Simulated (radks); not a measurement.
The nuclear charge of neutral holmium is varied continuously with 67 electrons held in [Xe] 4f11 6s2. All-electron calculation, scalar-relativistic Kohn-Sham, LDA (Slater exchange, Perdew-Wang correlation), spin-polarised, spherical densities, finite nucleus; open shells are filled with parallel spins first (spin-orbit coupling, left out, can overturn this in heavy ions); Fermi nuclear charge, rms radius 5.2022 fm. Program: a radial shooting solver on a logarithmic mesh with Libxc functionals. By the Hellmann-Feynman theorem dE/dZ = E(electron-nucleus)/Z, the electronic potential at the nucleus (averaged over a nucleus of fixed radius). The scalar-relativistic energy here is not variational (the density holds large components alone), so the two differ by a part that grows with Z.

| Z | E (hartree) | E(electron-nucleus)/Z (hartree) | HOMO | e(HOMO) (eV) | <r> HOMO (bohr) |
|---|---|---|---|---|---|
| 67 | -12607.1470 | -461.215 | 4f | -2.194 | 0.8787 |
| 67.25 | -12723.5014 | -463.784 | 6s | -5.458 | 3.824 |
| 67.5 | -12840.5075 | -466.350 | 6s | -7.145 | 3.647 |
| 67.75 | -12958.1652 | -468.914 | 6s | -8.946 | 3.495 |
| 68 | -13076.4742 | -471.479 | 6s | -10.853 | 3.362 |

 No converged solution with all levels bound was reached at Z = 66.75.
